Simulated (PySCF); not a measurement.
**Sm⁺: ionisation energy**

Sm⁺ [Xe] 4f6 6s1 [4f5/2^6 6s1/2^1, M_J = 1/2] → Sm²⁺ [Xe] 4f6 [4f5/2^6, M_J = 0], as a difference of total energies. Calculation: PySCF 2.14, in x2c-QZVPPall-2c (16s16p12d6f4g1h, 213 functions); the two-component X2C-1e Hamiltonian. Correlated levels: [Ar] 3d10 frozen; the 40 highest virtual spinors dropped. "Screened" scales the spin-orbit matrix elements by Boettger's factors to mimic the two-electron term; Breit and QED terms are absent.

```
                    method  ionisation energy (eV)  difference from reference (eV)
           GHF (spin-free)                  10.319                          -0.759
          GMP2 (spin-free)                  11.167                          +0.089
 GHF (screened spin-orbit)                  10.321                          -0.757
GMP2 (screened spin-orbit)                  11.167                          +0.089
```

Reference: 11.078 ± 0.02 eV (semi-empirical (NIST evaluation); NIST Atomic Spectra Database, ionization energies).

The spin-free rows relax to the high-spin LS determinant and lack the spin-orbit shift.

The labels give the starting determinants; with spin-orbit coupling the two ends relaxed to ⟨J²⟩ = 6.27, ⟨L²⟩ = 11.93, ⟨S²⟩ = 15.64 and ⟨J²⟩ = 5.52, ⟨L²⟩ = 11.92, ⟨S²⟩ = 11.91.

The determinant of Sm⁺ and of Sm²⁺ mixes levels of different J (the jj label is only the starting occupation), so the difference between spin-free and spin-orbit rows is not the physical spin-orbit shift.
